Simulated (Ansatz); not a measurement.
Basis-set series for FH5SSi2, SMILES `F[SiH2]S[SiH3]`. Total charge 0; spin multiplicity 1. Geometry: relaxed with PBE0-D4/def2-TZVP. It is one conformer, not always the lowest.

```xyz
9

F     0.8534    0.0880   -2.0881
Si   -0.1987   -0.8636   -1.3515
S    -1.4275    0.2328   -0.0259
Si    0.0742    0.8647    1.3722
H    -1.0959   -1.4483   -2.3711
H     0.5933   -1.8846   -0.6310
H    -0.6082    1.0376    2.6767
H     0.6804    2.1494    0.9487
H     1.1290   -0.1761    1.4700
```

```csv
functional,basis,functions,energy (Eh),HOMO (eV),LUMO (eV)
PBE0-D4,def2-SVP,93,-1079.25947,-7.86,0.12
PBE0-D4,def2-TZVPP,227,-1079.73859,-7.91,-0.20
ωB97M-V,def2-SVP,93,-1079.63389,-9.97,2.08
ωB97M-V,def2-TZVPP,227,-1080.11626,-10.07,1.57
```

Give the rows for def2-QZVPP. (Estimate.)

The calculation gave: 
| functional | basis | functions | energy (Eh) | HOMO (eV) | LUMO (eV) |
| --- | --- | --- | --- | --- | --- |
| PBE0-D4 | def2-QZVPP | 417 | -1079.77646 | -7.93 | -0.34 |
| ωB97M-V | def2-QZVPP | 417 | -1080.15161 | -10.10 | 1.20 |

Positive LUMOs are unbound and depend on the basis.

Program: Ansatz 0.2.0.
